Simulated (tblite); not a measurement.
Species: C₉H₉N₃.
Geometry (GFN2-xTB, Å), atoms numbered from 1 in this order:
```
atom  x, y, z in Å
C1    -0.510    2.059    0.442
C2    -0.930    0.635    0.274
C3    -2.263    0.270    0.415
C4    -2.680   -1.039    0.256
C5    -1.758   -2.024   -0.049
C6    -0.425   -1.691   -0.192
C7    -0.011   -0.372   -0.036
N8     1.353   -0.081   -0.209
C9     2.212   -0.641   -1.090
N10    3.409   -0.134   -0.942
C11    3.250    0.748    0.065
N12    2.027    0.813    0.528
H13   -1.380    2.705    0.526
H14    0.103    2.167    1.335
H15    0.093    2.388   -0.403
H16   -2.989    1.035    0.652
H17   -3.724   -1.289    0.373
H18   -2.072   -3.050   -0.171
H19    0.305   -2.456   -0.410
H20    1.932   -1.373   -1.819
H21    4.048    1.346    0.454
```

Computed with GFN2-xTB (tblite): harmonic, unscaled wavenumbers at the GFN2-xTB geometry, gas phase. Errors from tens to a few hundred cm⁻¹ against measured bands are possible. One conformer, not necessarily the lowest.

Harmonic wavenumbers (cm⁻¹): 56.2, 91.8, 124.4, 141.2, 192.9, 289.5, 305.9, 349.4, 427.4, 463.5, 520.0, 539.5, 643.9, 664.4, 666.1, 677.0, 779.5, 811.5, 813.3, 858.2, 881.1, 914.8, 927.7, 946.3, 966.9, 1010.3, 1029.1, 1051.3, 1100.1, 1122.5, 1130.3, 1159.6, 1182.2, 1230.0, 1262.5, 1284.8, 1303.6, 1321.2, 1388.3, 1394.2, 1405.2, 1439.5, 1464.6, 1479.9, 1490.3, 1514.6, 1581.2, 1600.4, 3018.9, 3037.0, 3047.5, 3081.0, 3086.1, 3092.9, 3102.6, 3189.7, 3193.6.

A = 2204, B = 712.9, C = 558.4 MHz; mass 159.080 u (most abundant isotopes); point group C1, symmetry number 1.

Q: What is the zero-point energy?

A: Half the sum of the wavenumbers: 35924 cm⁻¹ = 102.71 kcal/mol.

Q: What is S at 298.15 K and 1 bar for an ideal gas of classical rigid rotors and harmonic oscillators?

A: Translation 41.13, rotation 30.28, vibration 26.69: S = 98.1 cal/(mol K).

Q: And Cp and H(298.15 K) − H(0)?

A: Cp = 39.96 cal/(mol K), of which vibrations give 32.02 (their classical limit is 57 R = 113.3); H(298.15 K) − H(0) = 6.78 kcal/mol without the zero-point energy, 4.41 from vibrations.

Q: What must be added to the electronic energy to get the Gibbs energy at 298.15 K and 1 bar?

A: ZPE + [H(298.15 K) − H(0)] − T·S = 102.71 + 6.78 − 29.25 = 80.24 kcal/mol.

Q: Which modes carry the vibrational entropy at 298.15 K?

A: 56.2 cm⁻¹: 4.59; 91.8 cm⁻¹: 3.62; 124.4 cm⁻¹: 3.03; 141.2 cm⁻¹: 2.79; 192.9 cm⁻¹: 2.20; 289.5 cm⁻¹: 1.48 cal/(mol K); the other 51 give 8.98 together.

Q: Blend soft modes into free rotors: weight 1/[1 + (100 cm⁻¹/ν̃)⁴] for the oscillator and the rest for a rotor with moment μB/(μ + B), μ = h/(8π²ν), B = 10⁻⁴⁴ kg m². What vibrational entropy results?

A: 25.08 cal/(mol K) in place of 26.69, which changes −T·S at 298.15 K by +0.48 kcal/mol.

Hindered rotation and anharmonicity are outside this model. Other conformers, if any are populated, would add a mixing term that is left out. The structure is chiral; the term R ln 2 for an equal mix with its mirror image is left out.
